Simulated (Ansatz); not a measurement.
One geometry of `[Cl][Zr]([Cl])([Cl])[I]`, several functionals.

```yaml
crystal:
  periodic: [false, false, false]
  atoms:
    - {symbol: Cl, position_ang: [-0.773080, -0.297825, 2.178005]}
    - {symbol: Zr, position_ang: [0.004747, -0.087763, 0.009481]}
    - {symbol: Cl, position_ang: [2.091485, -1.071486, -0.162040]}
    - {symbol: Cl, position_ang: [-1.463309, -1.130366, -1.442934]}
    - {symbol: I, position_ang: [0.189958, 2.513842, -0.623912]}
basis:
  gaussian: {orbitals: def2-TZVPP}
hamiltonian: {xc: {name: CAM-B3LYP}, dispersion: d4}
output: {orbitals: {seedname: orbitals}}
```

```sh
$ ansatz run in.yaml --threads 4 --pin off --events-out ev --progress --plain --max-ram 10444MiB
```

Shortened log:

```
Functional definition: CAM-B3LYP
1696 factors; their error is unknown
322 factors; integrals over basis functions are off by at most 4.4e-5 eV
mean field evaluation 1: about -46956.9915 eV, gradient 2.8e1 eV
mean field evaluation 2: about -46952.6662 eV, gradient 5.4e1 eV
mean field evaluation 4: about -46959.1240 eV, gradient 2.1e0 eV
mean field evaluation 8: about -46959.1347 eV, gradient 2.3e-2 eV
mean field evaluation 16: about -46959.4259 eV, gradient 1.9e-4 eV
mean field -46959.42587772 eV, -1725.7270707641 hartree, gradient 3.8e-5 eV, S^2 0.000000; 0 other end points of the search recorded, 0 dependent functions left out
reference -46959.42602095 eV, -1725.7270760277 hartree; 44, 44 occupied and 188, 188 virtual orbitals, 1696 factors
Total energy: -46959.67081622 eV, -1725.7360720879 hartree
```

It took 2.3 s on 4 threads of an AMD EPYC 9R45 on a shared host, with 1 GiB of host memory at the peak.

The same input with `hamiltonian: {xc: {name: LC-wPBE}}` (abridged; 1.6 s):

```
Functional definition: LC-wPBE
mean field evaluation 16: about -46950.1666 eV, gradient 7.0e-5 eV
mean field -46950.16658222 eV, -1725.3867979307 hartree, gradient 7.0e-5 eV, S^2 0.000000
Total energy: -46950.16658223 eV, -1725.3867979310 hartree
```

With the line `hamiltonian: {xc: {name: r2SCAN0}, dispersion: d4}` (abridged; 3.2 s):

```
Functional definition: r2SCAN0
mean field evaluation 16: about -46958.9008 eV, gradient 2.3e-5 eV
mean field -46958.90076867 eV, -1725.7077733626 hartree, gradient 2.3e-5 eV, S^2 0.000000
Total energy: -46958.97645325 eV, -1725.7105547194 hartree
```

Changing it to `hamiltonian: {xc: {name: r2SCANh}, dispersion: d4}` (abridged; 3.2 s):

```
Functional definition: r2SCANh
mean field evaluation 16: about -46960.1509 eV, gradient 1.6e-5 eV
mean field -46960.15086985 eV, -1725.7537137336 hartree, gradient 1.6e-5 eV, S^2 0.000000
Total energy: -46960.21751338 eV, -1725.7561628380 hartree
```

With the line `hamiltonian: {xc: lda}` (abridged; 0.7 s):

```
Functional definition: SPW92
mean field evaluation 16: about -46824.1344 eV, gradient 6.6e-5 eV
mean field -46824.13442842 eV, -1720.7552017063 hartree, gradient 6.6e-5 eV, S^2 0.000000
Total energy: -46824.13447960 eV, -1720.7552035868 hartree
```

With the line `hamiltonian: {xc: {name: wB97X-V}}` (abridged; 4.7 s):

```
Functional definition: wB97X-V
mean field evaluation 16: about -46952.5429 eV, gradient 1.8e-4 eV
mean field -46952.54288486 eV, -1725.4741254422 hartree, gradient 2.7e-5 eV, S^2 0.000000
Total energy: -46952.54288227 eV, -1725.4741253466 hartree
```
